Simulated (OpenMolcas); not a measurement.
Mn2+ with 3 ligands (fluoride) in trigonal planar coordination (D3h) at 1.95 Å. A charge of +0.333 e stands 2.4 Å behind each ligand. Ligand basis ANO-RCC-VDZP.

* Program: OpenMolcas 26.06
* Method: CASSCF
* Basis: ANO-RCC-VDZP [5s4p2d1f]
* Scalar Hamiltonian: DKH2, point nucleus
* Active space: 5 electrons in 5 orbitals (3d)
* State averaging: 2S+1 = 6 even, 1 root; 2S+1 = 4 even, 24 roots; 2S+1 = 2 even, 75 roots
* Spin-orbit coupling: RASSI with atomic mean-field integrals over the reference wave functions

(1) What is the spin-free ground state (labels of D3, the rotations of D3h)?

(2) What are the lowest two levels with spin-orbit coupling?

(3) What is χT at 300 K, and how does it compare with the textbook value?

## Answers

(1) 6A1, 1-fold in its orbital part, 100 % from free-ion S terms; it has the highest spin that d5 allows.

(2) A 6-fold level, then a 2-fold level E3/2 28365 cm-1 above it. Their leading multiplicities are 6 (100 %) and 4 (100 %).

(3) The lowest level has 2S+1 = 6, for which the spin-only value is χT = S(S+1) / 2 = 4.375 cm3 K/mol (g = 2). The computed 4.386 at 300 K differs by +0.011, little more than the free-electron g of 2.0023 accounts for.

Without dynamic correlation the repulsion within the d shell is too large (B by tens of per cent), so at a given field states of lower spin stand too high. Ligand-to-metal charge-transfer states are missing. With no ligand orbital active B as a rule stays too high, so bands that hang on it stand too high and its fall with covalency is understated. With metal d orbitals alone and no dynamic correlation the field as a rule comes out too small, by tens of per cent, by up to half for chloride and softer ligands. No measured value stands beside these numbers; the geometry is a model, was not optimised and need not be the one that this ion takes.
